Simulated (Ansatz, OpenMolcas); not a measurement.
**Br2 (bromine): from total energies to a heat of formation**

Br2: 2 atoms, total charge 0, spin state singlet. As SMILES, `BrBr`. The coordinates come from a PBE0-D4/def2-TZVP relaxation.

```xyz
2

Br    0.9730   -0.3254    0.4985
Br   -0.9730    0.3254   -0.4985
```

Total energies at B3LYP/aug-cc-pVTZ (OpenMolcas 26.06); the atoms run unrestricted:

| species | state | energy (Eh) |
| --- | --- | --- |
| Br2 | singlet | -5148.453599 |
| Br | doublet | -2574.188006 |

Harmonic wavenumbers at PBE0-D4/def2-TZVP, in cm⁻¹: 334.

Measured heats of formation of the gaseous atoms at 298.15 K, in kJ/mol: Br 111.9. Spin-orbit lowering of the atoms at 298 K (mean of the ground term's levels less their thermal mean, from spectra), in kJ/mol: Br 14.69. Take 1 Eh = 2625.50 kJ/mol, 1 cm⁻¹ = 0.0119627 kJ/mol, RT = 2.479 kJ/mol.

Question: Work out the heat of formation of the gas at 298 K.

Answer: 
1. Electronic atomisation energy: 2 × (-2574.188006) − (-5148.453599) = 0.077587 Eh = 203.7 kJ/mol.
2. Zero-point energy: half the sum of the wavenumbers, 167 cm⁻¹ = 2.0 kJ/mol.
3. Thermal vibrational enthalpy, Σ hcν̃/(exp(hcν̃/kT) − 1): 1.0 kJ/mol. Translation, rotation and pV of a linear molecule: 3.5 RT = 8.7 kJ/mol.
4. The 2 free atoms carry 5/2 RT each: 12.4 kJ/mol.
5. Spin-orbit coupling lowers the free atoms by 2 × 14.69 = 29.4 kJ/mol.
6. Atomisation enthalpy at 298 K: 203.7 − 29.4 − 2.0 − 1.0 − 8.7 + 12.4 = 175.0 kJ/mol.
7. Sum of the atoms' heats of formation: 223.8 kJ/mol. Heat of formation: 223.8 − 175.0 = +48.8 kJ/mol.

The tabulated value is +30.9 kJ/mol (Active Thermochemical Tables), so this level is off by +17.9 kJ/mol, or 9.3 % of the atomisation enthalpy. Relativity is left out. Anharmonicity and any spin-orbit splitting of the molecule are left out.
